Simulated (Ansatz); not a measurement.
C4H3F3, SMILES `FC1=CC(F)(F)C1`, relaxed with RKS PBE0-D4/def2-TZVP in the Gaussian-basis code of Ansatz from a PBE-D4/def2-SVP geometry. The force threshold is 0.005 eV/Å; the program also tests the step.

Total charge 0; spin multiplicity 1.

Start:

```xyz
10

F     0.601   -1.634   -1.695
C     0.278   -0.823   -0.702
C     0.123   -1.005    0.627
C    -0.213    0.461    0.777
F    -1.469    0.738    1.237
F     0.653    1.189    1.542
C    -0.029    0.654   -0.766
H     0.201   -1.842    1.331
H    -0.956    0.941   -1.303
H     0.811    1.321   -1.047
```

**Question.** By how much does the energy fall, and how many steps does the optimiser take? (Best estimate.)

**Answer.** The calculation gave: 1.13 kcal/mol, in 3 steps.

**Question.** Which bonds change most? (Estimate.)

**Answer.** The calculation gave: C2–C3 from 1.351 to 1.330 Å; C7–H10 from 1.109 to 1.091 Å; C7–H9 from 1.109 to 1.091 Å; C3–H8 from 1.096 to 1.079 Å.

**Question.** Give the relaxed structure. (Estimate.)

**Answer.** Computed: 
```xyz
10

F     0.593   -1.620   -1.677
C     0.276   -0.815   -0.692
C     0.124   -0.997    0.616
C    -0.210    0.456    0.768
F    -1.453    0.733    1.227
F     0.643    1.181    1.531
C    -0.029    0.650   -0.759
H     0.199   -1.820    1.310
H    -0.941    0.929   -1.289
H     0.799    1.304   -1.036
```
